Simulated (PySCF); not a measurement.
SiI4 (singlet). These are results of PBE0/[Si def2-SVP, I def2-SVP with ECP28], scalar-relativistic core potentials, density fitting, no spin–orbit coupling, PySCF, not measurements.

Harmonic bands of its minimum:

```tsv
ω (cm⁻¹)	IR (km/mol, summed over degenerate members)	degeneracy
58	0.0	2
92	1.0	3
171	0.0	1
413	342	3
```

The central atom is Si. Infer the point group and assign the bands.

Td. The modes span e + 2t2 + a1: 58 e, 92 t2, 171 a1, 413 t2. The computed geometry has Si–I 2.442 Å (×4); I–Si–I 109.5° (×6).
